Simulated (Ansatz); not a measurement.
```xyz
3

Si    0.0000    0.0000    0.0000
C     0.0000    0.6334    1.7169
C     0.0000   -0.6334    1.7169
```

Basis set: cc-pVDZ (spherical functions). Left uncorrelated: 7 orbitals. Charge 0, multiplicity 1.

Computed with Ansatz (development build ahead of 0.2.0); the reference of a correlated method needn't be the lowest determinant of its kind. Restricted open shells among the atoms or ions are ROHF, correlated in semicanonical orbitals with singles.

Problem. Give the atomization energy at this shape (free ground-state atoms in the same class of orbitals less the molecule, no zero-point energy) of singlet SiC₂ by RHF-CCSD(T), RHF-CCSD.

Solution.

```tsv
method	atomization energy
RHF-CCSD(T)	11.27 eV
RHF-CCSD	10.84 eV
```

Caution: no unrestricted run beside it, a lower state can exist.
